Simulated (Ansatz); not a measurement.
`CB(N)[SiH2]Cl` + `[OH][SnH3]` → `Cl[SiH2][O][SnH3]` + `CBN`  (cleavage of the Si–B bond)

Calculated with Ansatz (gas phase, PBE0-D4/def2-TZVP geometries, no zero-point term in ΔE). CCSD(T)/CBS adds triple-zeta CCSD(T) − MP2 to the extrapolated MP2 energy (def2 sets, frozen cores). DFT in def2-TZVPP. def2 core potentials past Kr. For Sn outer-core shells are correlated without core-valence functions, which leaves a few kJ/mol of doubt a bond. Each species was taken in one conformer, which may not be the lowest.

`CB(N)[SiH2]Cl`:

```xyz
12

C    -0.174   -0.203   -1.593
B     0.082    0.324   -0.137
N     0.311    1.673    0.115
Si    0.081   -0.939    1.445
Cl   -1.713   -1.985    1.478
H     0.587   -0.937   -1.879
H    -1.129   -0.736   -1.644
H    -0.184    0.586   -2.351
H     0.464    2.056    1.032
H     0.325    2.368   -0.616
H     1.160   -1.962    1.390
H     0.192   -0.244    2.761
```

`[OH][SnH3]`:

```xyz
6

O     0.302   -0.956   -1.118
Sn   -0.176    0.159    0.434
H     0.779   -0.475   -1.797
H    -1.170    1.441   -0.105
H     1.263    0.759    1.135
H    -0.998   -0.927    1.450
```

`Cl[SiH2][O][SnH3]`:

Z-matrix (Å, degrees):
```
Si
O 1 1.609
Cl 1 2.072 2 109.9
H 1 1.481 2 111.3 3 117.7
H 1 1.481 2 111.5 3 -117.6
Sn 2 1.976 1 135.2 3 3.8
H 6 1.700 2 102.5 1 177.6
H 6 1.700 2 106.6 1 -63.2
H 6 1.701 2 106.7 1 58.4
```

`CBN`:

Cartesian coordinates in Å:
```
C 1.072 0.302 -0.377
B -0.346 0.376 0.287
N -1.213 -0.712 0.297
H 1.850 0.532 0.359
H 1.170 1.068 -1.155
H 1.309 -0.667 -0.827
H -0.732 1.386 0.815
H -2.126 -0.685 0.718
H -0.985 -1.601 -0.117
```

```csv
level,ΔE (kJ/mol)
PBE-D4,-120.8
ωB97X-V,-143.5
B2PLYP,-149.2
r2SCAN,-141.9
PBE0,-130.8
CCSD(T)/def2-TZVPP,-146.0
SCS-MP2/def2-QZVPP,-156.3
HF/CBS(def2),-174.7
```

What does CCSD(T)/CBS give? (An estimate is asked.)

Computed: -147.1 kJ/mol. The listed levels differ from it by 26.3, 3.6, -2.1, 5.2, 16.3, 1.1, -9.2, -27.6 kJ/mol.

Largest T1 diagnostic among the species: 0.014.

From PBE to PBE0 (25 % exact exchange), in def2-TZVPP and without D4, ΔE moves by −9.8 kJ/mol. In def2-TZVPP, CCSD(T) changes the Hartree–Fock value by +26.0 kJ/mol (the triples alone add +3.4 kJ/mol) and MP2 by +19.6 kJ/mol.
